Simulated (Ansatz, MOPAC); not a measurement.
How methods differ on GeTe (SMILES [Ge][Te])

GeTe, singlet, SMILES `[Ge][Te]`. Each level relaxes the structure for itself.

Quantity: the equilibrium bond length, in Å. The values are calculated.

Measured value to compare with: Huber and Herzberg, Constants of Diatomic Molecules gives the equilibrium bond length of the gas as 2.340 Å.

```
                                level                    kind  program  value (Å)  computed − measured
                                  PM3          semi-empirical    MOPAC      2.494               +0.154
                             PM6-D3H4          semi-empirical    MOPAC      2.337               -0.003
                                  PM7          semi-empirical    MOPAC      2.584               +0.244
                               PM7-HH          semi-empirical    MOPAC      2.584               +0.244
     SVWN5/def2-TZVP (core potential)                     LDA   Ansatz      2.336               -0.004
PBE-D3(BJ)/def2-TZVP (core potential)                     GGA   Ansatz      2.368               +0.028
    r2SCAN/def2-TZVP (core potential)                meta-GGA   Ansatz      2.343               +0.003
  B3LYP-D4/def2-TZVP (core potential)           global hybrid   Ansatz      2.359               +0.019
   wB97X-V/def2-TZVP (core potential)  range-separated hybrid   Ansatz      2.312               -0.028
```

Nearest: PM6-D3H4 (-0.003 Å), r2SCAN/def2-TZVP (core potential) (+0.003 Å); farthest: PM7-HH (+0.244 Å). Computed less measured by kind, in Å (def2-TZVP rows): semi-empirical -0.003 to +0.244; LDA -0.004; GGA +0.028; meta-GGA +0.003; global hybrid +0.019; range-separated hybrid -0.028.
